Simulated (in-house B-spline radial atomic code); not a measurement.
Results of a calculation; reference values are marked as such.
Quantum size effects in thin Ca films (jellium)

The positive ions are smeared into a uniform slab; the electrons are solved self-consistently in the LDA (PW92) on a fine grid across the film. Stabilised jellium adds, inside the slab, the constant potential −n de/dn that makes the bulk stable at the metal's density. No lattice, so no dependence on crystal face. Atomic units unless named. The table is for plain jellium.

Ca: 2 valence electrons per atom, density 1.54 g/cm³, mass 40.08 u, so r_s = 3.27 bohr.

```csv
thickness (nm),in Fermi wavelengths,filled subbands,work function (eV),surface energy (J/m²)
0.354,0.625,2,3.203,0.239
0.425,0.750,2,3.424,0.239
0.496,0.875,2,3.337,0.211
0.567,1.000,2,3.063,0.204
0.637,1.125,3,3.200,0.232
0.708,1.250,3,3.342,0.230
0.779,1.375,3,3.295,0.214
0.850,1.500,3,3.135,0.211
0.921,1.625,4,3.204,0.228
0.992,1.750,4,3.303,0.226
1.062,1.875,4,3.275,0.216
1.133,2.000,4,3.169,0.214
1.204,2.125,5,3.208,0.225
```

Task: At what steps in thickness do new subbands fill, and why?

Result: λ_F = 2π/k_F = 10.706 bohr = 0.567 nm. New subbands appear by 1.125, 1.625, 2.125 λ_F, each within the grid step of 1/8 λ_F; the true step is half a wavelength (0.283 nm), since a level crosses E_F each time one more half wave at k_F fits across the film.

Task: How large is the oscillation of the work function here?

Result: It runs from 3.063 to 3.424 eV over the table, 0.36 eV within the first four rows and 0.13 eV within the last four, about a thick-film value of 3.23 eV. The grid can skip the cusp where a subband opens, so the true swing can be larger; measurement on the bulk metal gives 2.87 eV.

Task: The film of 8.03 bohr has subband bottoms at -7.09, -4.446 eV, measured from the vacuum level. Show that these levels and neutrality give the work function in the table.

Result: Each subband holds (E_F − ε_j)/π electrons per bohr², spin included. Neutrality needs n L = 0.0068276 × 8.03 = 0.05483, and π n L × 27.2114 = 4.687 eV. So E_F = (π n L + Σ ε_j)/2 = (4.687 + (-11.536))/2 = -3.425 eV, and the work function is 3.425 eV.
